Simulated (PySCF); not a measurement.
Record of a relaxation.

C2H6SiTe.
Numbering: `[CH2:1]=[CH:2][Te:3][SiH3:4]` (hydrogens: H5, H6 on C1; H7 on C2; H8, H9, H10 on Si4)

Method: PBE0-D3(BJ)/def2-SVP geometry optimisation, gas phase, def2 core potentials past Kr in PySCF 2.14.0; density fitting, grid level 1; the optimiser is geomeTRIC in internal coordinates, started from a GFN2-xTB structure with every atom displaced at random (about 0.01 Å). The frame can shift and turn from step to step; on so coarse a grid that alone can change the energy by a few meV, and forces under 0.02 eV/Å are noise.

Step 0: E = -17332.2092 eV, largest atomic force 2.771 eV/Å
```
atom  x, y, z in Å  |  force x, y, z in eV/Å
C1      1.646    0.463   -0.051   -1.664   2.216   0.019
C2      1.448   -0.823   -0.097   -0.059  -1.768  -0.043
Te3    -0.390   -1.877   -0.094    0.323  -0.222   0.015
Si4    -1.828    0.118    0.076   -0.519  -0.205   0.240
H5      2.609    0.920   -0.072    1.083   0.253   0.016
H6      0.797    1.184   -0.018    0.495  -0.328   0.007
H7      2.319   -1.475   -0.136    0.071  -0.385  -0.030
H8     -1.790    0.963   -1.119    0.096   0.318  -0.474
H9     -1.556    0.949    1.263    0.205   0.180   0.298
H10    -3.204   -0.441    0.227   -0.032  -0.059  -0.048
```

Step 1: E = -17332.2961 eV, largest atomic force 0.497 eV/Å
```
atom  x, y, z in Å  |  force x, y, z in eV/Å
C1      1.615    0.512   -0.182    0.361  -0.133   0.315
C2      1.435   -0.809   -0.235   -0.053   0.139  -0.067
Te3    -0.357   -1.889    0.041   -0.011  -0.064  -0.023
Si4    -1.855    0.097    0.226    0.002  -0.002  -0.011
H5      2.626    0.929   -0.301   -0.177  -0.036  -0.110
H6      0.832    1.218    0.094   -0.143   0.099  -0.109
H7      2.277   -1.474   -0.452    0.030  -0.031  -0.026
H8     -1.771    0.958   -0.991    0.018  -0.004   0.002
H9     -1.529    0.921    1.428   -0.013   0.012   0.006
H10    -3.224   -0.483    0.351   -0.013   0.021   0.024
```

Step 2: E = -17332.3056 eV, largest atomic force 0.077 eV/Å
```
atom  x, y, z in Å  |  force x, y, z in eV/Å
C1      1.617    0.505   -0.158   -0.067   0.034   0.018
C2      1.436   -0.815   -0.221    0.032   0.037  -0.053
Te3    -0.362   -1.899    0.025    0.017   0.003  -0.001
Si4    -1.847    0.098    0.231    0.002  -0.011   0.006
H5      2.607    0.944   -0.322    0.006  -0.059   0.001
H6      0.809    1.212    0.054    0.009  -0.007   0.003
H7      2.278   -1.479   -0.441    0.001  -0.010   0.020
H8     -1.744    0.971   -0.976    0.006  -0.001  -0.003
H9     -1.520    0.907    1.444   -0.003   0.000   0.001
H10    -3.225   -0.464    0.346   -0.004   0.014   0.008
```

Step 3: E = -17332.3058 eV, largest atomic force 0.054 eV/Å
```
atom  x, y, z in Å  |  force x, y, z in eV/Å
C1      1.609    0.507   -0.158    0.034  -0.008  -0.038
C2      1.432   -0.812   -0.227   -0.050  -0.009   0.002
Te3    -0.362   -1.901    0.018   -0.009  -0.013  -0.002
Si4    -1.845    0.097    0.233    0.000  -0.009   0.004
H5      2.608    0.924   -0.320    0.003   0.051   0.015
H6      0.806    1.222    0.047    0.025  -0.030   0.005
H7      2.278   -1.476   -0.438   -0.006   0.009   0.009
H8     -1.741    0.970   -0.974    0.001   0.001  -0.001
H9     -1.512    0.905    1.445    0.002  -0.001   0.002
H10    -3.225   -0.458    0.353   -0.001   0.009   0.003
```

Step 4: E = -17332.3062 eV, largest atomic force under 0.02 eV/Å
```
atom  x, y, z in Å  |  force x, y, z in eV/Å
C1      1.612    0.506   -0.162   -0.005  -0.002  -0.003
C2      1.430   -0.813   -0.231    0.004  -0.009   0.004
Te3    -0.365   -1.902    0.015    0.002   0.004  -0.007
Si4    -1.845    0.097    0.235   -0.001  -0.001   0.003
H5      2.610    0.929   -0.317    0.003   0.005  -0.001
H6      0.809    1.219    0.044   -0.003   0.001   0.000
H7      2.275   -1.478   -0.437   -0.001  -0.003  -0.002
H8     -1.742    0.970   -0.972    0.000   0.000   0.001
H9     -1.508    0.904    1.446    0.002  -0.001   0.003
H10    -3.226   -0.454    0.358   -0.001   0.005   0.002
```

Step 5: E = -17332.3062 eV, largest atomic force under 0.02 eV/Å
```
atom  x, y, z in Å  |  force x, y, z in eV/Å
C1      1.608    0.503   -0.164    0.006   0.001  -0.003
C2      1.430   -0.816   -0.232   -0.003   0.008   0.005
Te3    -0.366   -1.903    0.013   -0.004  -0.010  -0.006
Si4    -1.841    0.099    0.236   -0.001  -0.001   0.004
H5      2.603    0.933   -0.316    0.002  -0.006  -0.002
H6      0.800    1.212    0.042    0.000   0.005   0.000
H7      2.277   -1.480   -0.437   -0.001   0.001  -0.002
H8     -1.737    0.973   -0.971   -0.001   0.001   0.001
H9     -1.500    0.904    1.447    0.002  -0.001   0.002
H10    -3.224   -0.447    0.361    0.000   0.002   0.002
```

Step 6: E = -17332.3061 eV, largest atomic force under 0.02 eV/Å
```
atom  x, y, z in Å  |  force x, y, z in eV/Å
C1      1.609    0.503   -0.167   -0.003  -0.001  -0.003
C2      1.428   -0.816   -0.233    0.002   0.003   0.003
Te3    -0.368   -1.903    0.009    0.000   0.000  -0.005
Si4    -1.842    0.100    0.239    0.001   0.002   0.004
H5      2.606    0.929   -0.318   -0.001  -0.006  -0.001
H6      0.803    1.214    0.036    0.001   0.002   0.000
H7      2.274   -1.482   -0.436    0.000  -0.001  -0.001
H8     -1.738    0.975   -0.966   -0.002   0.002   0.002
H9     -1.497    0.902    1.451    0.003  -0.001   0.001
H10    -3.226   -0.443    0.365    0.000   0.000   0.001
```

Step 7: E = -17332.3061 eV, largest atomic force under 0.02 eV/Å
```
atom  x, y, z in Å  |  force x, y, z in eV/Å
C1      1.609    0.502   -0.169   -0.002  -0.001  -0.003
C2      1.427   -0.817   -0.235    0.001  -0.001   0.002
Te3    -0.370   -1.903    0.008   -0.001   0.002  -0.005
Si4    -1.842    0.101    0.241    0.001   0.001   0.004
H5      2.607    0.927   -0.320    0.000  -0.002  -0.001
H6      0.804    1.215    0.033    0.001   0.000   0.000
H7      2.273   -1.483   -0.437    0.000  -0.001  -0.001
H8     -1.739    0.977   -0.964   -0.002   0.002   0.002
H9     -1.495    0.901    1.454    0.002  -0.001   0.001
H10    -3.226   -0.442    0.368    0.000   0.000   0.001
```

**Question.** Summarise the path.

**Answer.** The energy falls by 2.24 kcal/mol from step 0 to step 7; nine tenths of that is first reached at step 2. It never rises by more than 0.2 meV. The largest force goes from 2.771 to under 0.02 eV/Å. Among the bonds Te3–Si4 changes most, from 2.465 to 2.498 Å; the atoms move by 0.086 Å rms after alignment.

The cost below is that of the whole optimisation. The run took 36 s on Arm Neoverse V1, one thread, no GPU, shared host with 32 logical CPUs at a one-minute load of 10, and the process peaked at 0.43 GiB of memory.
